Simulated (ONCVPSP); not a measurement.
## niobium: one change to an ONCV potential, before and after

| Property | Result |
| --- | --- |
| Element | Nb |
| Generator | ONCVPSP 4.0.1 |
| Type | optimised norm-conserving Vanderbilt (ONCV) |
| Functional | PBE |
| Relativity | scalar-relativistic |
| Frozen core | [Ar] 3d10 |
| Valence charge | 13 |
| Reference configuration | 4s2 4p6 4d4 5s1 |
| Partial waves | 4s+5s: rc 1.80 bohr, ncon 4, nbas 9, qcut 8.7 1/bohr, 2 projectors; 4p: rc 1.75 bohr, ncon 5, nbas 10, qcut 8.4 1/bohr, 2 projectors, debl 1.1 Ha; 4d: rc 2.20 bohr, ncon 3, nbas 7, qcut 6.7 1/bohr, 2 projectors, debl 3.2 Ha |
| Local potential | polynomial inside 1.45 bohr (lpopt 1, dvloc0 1 Ha) |
| Core correction | polynomial model core, fcfact 0.6 |

In the p channel the program set the typed energies aside and used -1.269, 0.250 Ha.

Change: d: qcut 10.2.

Cutoffs: the cutoffs (Ha) at which the residual kinetic energy of the hardest occupied pseudo-wave falls to 1 and 0.1 mHa per electron; they do not see the model core or the augmentation charge, which bear on the density cutoff. Errors are all-electron minus pseudo energies relative to the spin-unpolarised reference configuration.

Task: What does the change do?

Result: The potential gets neither clearly harder nor softer (23 Ha and 28 Ha → 23 Ha and 28 Ha); of the 3 tests that both files solve, the error grows in 1 and shrinks in 1 by more than 15 % and 0.3 meV (median size 1.3 → 0.8 meV); neither file shows a bound ghost.

| quantity | base | changed |
| --- | --- | --- |
| cutoff, loose | 23 Ha | 23 Ha |
| cutoff, tight | 28 Ha | 28 Ha |
| loose cutoff by channel | s 21 Ha, p 23 Ha, d 14 Ha | s 21 Ha, p 23 Ha, d 16 Ha |
| bound ghosts | none | none |
| GHOST(+) flags under 300 eV | none | none |
| tests with a reliable result | 3 of 4 | 3 of 4 |
| error for 4s2 4p6 4d4 5s0, meV [ΔE 6.64 eV] | -1.3 | -1.6 |
| error for 4s2 4p6 4d3 5s0, meV [ΔE 20.68 eV] | -0.9 | -0.8 |
| error for 4s2 4p6 4d3 5s1, meV [ΔE 7.02 eV] | +1.5 | +0.8 |
| s: phases at 1.83 bohr within 0.05 rad from the reference energy up to (Ha; the scan ends near 5) | to the end of the scan | to the end of the scan |
| p: phases at 1.77 bohr within 0.05 rad from the reference energy up to (Ha; the scan ends near 5) | to the end of the scan | to the end of the scan |
| d: phases at 2.24 bohr within 0.05 rad from the reference energy up to (Ha; the scan ends near 5) | to the end of the scan | to the end of the scan |
| rms error of d²Exc/dni dnj with the model core, mHa | 0.50 | 0.52 |
